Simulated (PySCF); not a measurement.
H4SSeSi, SMILES S[SiH2][SeH] (PBE0/def2-SVP optimised geometry):

```
7

S      2.003    -0.708     0.000
Si    -0.137    -0.708     0.000
Se    -0.891     1.453     0.000
H      2.115     0.015    -1.137
H     -0.731    -1.395    -1.184
H     -0.492    -1.453     1.241
H     -2.115     1.101    -0.738
```

Computed with PBE0/def2-TZVP in PySCF.

Question: What are the frontier orbital energies and the dipole moment?

Answer: HOMO-2 -9.23 eV, HOMO-1 -7.73 eV, HOMO -7.18 eV, LUMO -0.35 eV, LUMO+1 -0.01 eV; dipole moment 1.26 D.

Meta-Löwdin charges at PBE0/def2-TZVP: S1 -0.29, Si2 0.49, Se3 -0.23, H4 0.12, H5 -0.09, H6 -0.08, H7 0.08.
